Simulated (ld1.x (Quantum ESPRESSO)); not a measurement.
# Reading a pseudo-wave (boron (B))

Columns: radius, all-electron u(r) and pseudo u(r) of the 2p shell (level -3.81 eV) of boron in the configuration [He] 2s1.5 2p1.5; revPBE, scalar-relativistic, TM scheme, ld1.x (Quantum ESPRESSO) 7.5.

```csv
r (bohr),all-electron,pseudo
0.195,0.0837,0.0234
0.390,0.2259,0.0901
0.585,0.3578,0.1906
0.780,0.4622,0.3104
0.975,0.5404,0.4326
1.170,0.5930,0.5411
1.365,0.6221,0.6233
1.560,0.6318,0.6729
1.755,0.6266,0.6895
1.950,0.6105,0.6784
2.145,0.5867,0.6474
2.340,0.5578,0.6048
2.535,0.5258,0.5578
2.730,0.4923,0.5113
2.925,0.4585,0.4681
3.120,0.4252,0.4291
3.315,0.3930,0.3941
3.510,0.3623,0.3625
3.705,0.3333,0.3333
3.900,0.3062,0.3062
4.095,0.2810,0.2810
4.290,0.2576,0.2576
4.485,0.2359,0.2359
4.680,0.2159,0.2159
4.875,0.1975,0.1975
5.070,0.1805,0.1805
```

(1) How many radial nodes do the two functions have?

(2) At about which radius was the pseudo-wave matched?

(3) Where does each function peak?

(4) Is the pseudo-wave norm-conserving?

## Answers

(1) The all-electron 2p function has n − l − 1 = 0; the pseudo-wave has 0.

(2) 3.90 bohr. The columns agree to 0.0005 from 3.51 bohr on; several derivatives are matched, so the curves merge somewhat inside the radius.

(3) Outermost all-electron maximum near 1.56 bohr, pseudo maximum near 1.75 bohr (to the table’s step).

(4) Yes: the TM scheme keeps the norm inside the radius equal to the all-electron one, which fixes the energy derivative of the logarithmic derivative at the level.
